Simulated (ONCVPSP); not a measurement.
# Before and after: ONCV potential for hafnium (Hf)

ONCVPSP 4.0.1 input, shortened (lines: element, Z, core and valence counts, functional; n l f; lmax; l rc ep ncon nbas qcut; lloc lpopt rc5 dvloc0; l nproj debl; icmod fcfact rcfact), revPBE, scalar-relativistic:

```
  Hf 72.00   10    4  -102130      upf
    1    0    2.00
    2    0    2.00
    2    1    6.00
    3    0    2.00
    3    1    6.00
    3    2   10.00
    4    0    2.00
    4    1    6.00
    4    2   10.00
    4    3   14.00
    5    0    2.00
    5    1    6.00
    5    2    2.00
    6    0    2.00
    2
    0    2.10    0.00    5    9    4.50
    1    2.10    0.00    4    7    6.80
    2    2.10    0.00    3    7    6.30
    2    5    2.10    0.00
    0    2    1.70
    1    3    3.10
    2    0    2.00
    0    0.00    0.00
```

Change: all radii scaled by about 1.32 (s 2.78, p 2.78, d 2.78 bohr). In the p channel the program set the typed energies aside and used -1.307, 0.050, 3.150 Ha.

Cutoffs: the cutoffs (Ha) at which the residual kinetic energy of the hardest occupied pseudo-wave falls to 1 and 0.1 mHa per electron; they do not see the model core or the augmentation charge, which bear on the density cutoff. Errors are all-electron minus pseudo energies relative to the spin-unpolarised reference configuration.

Problem. Predict the effect on cutoff, ghosts and configuration errors.

Solution. The potential gets softer (12 Ha and 42 Ha → 11 Ha and 13 Ha); of the 3 tests that both files solve, the error grows in 1 and shrinks in 2 by more than 15 % and 0.3 meV (median size 1.8 → 1.8 meV); neither file shows a bound ghost. A larger radius leaves more room for a smooth pseudo-wave, so fewer plane waves are needed.

| quantity | base | changed |
| --- | --- | --- |
| cutoff, loose | 12 Ha | 11 Ha |
| cutoff, tight | 42 Ha | 13 Ha |
| loose cutoff by channel | s 8.6 Ha, p 10 Ha, d 12 Ha | s 6.3 Ha, p 11 Ha, d 11 Ha |
| bound ghosts | none | none |
| GHOST(+) flags under 300 eV | s at 265.5 eV | none |
| tests with a reliable result | 3 of 4 | 3 of 4 |
| error for 5s2 5p6 5d2 6s1, meV [ΔE 7.90 eV] | -1.3 | -1.8 |
| error for 5s2 5p6 5d2 6s0, meV [ΔE 21.94 eV] | +13 | +8.8 |
| error for 5s2 5p6 5d2 6s0 6p1, meV [ΔE 12.54 eV] | +1.8 | -0.9 |
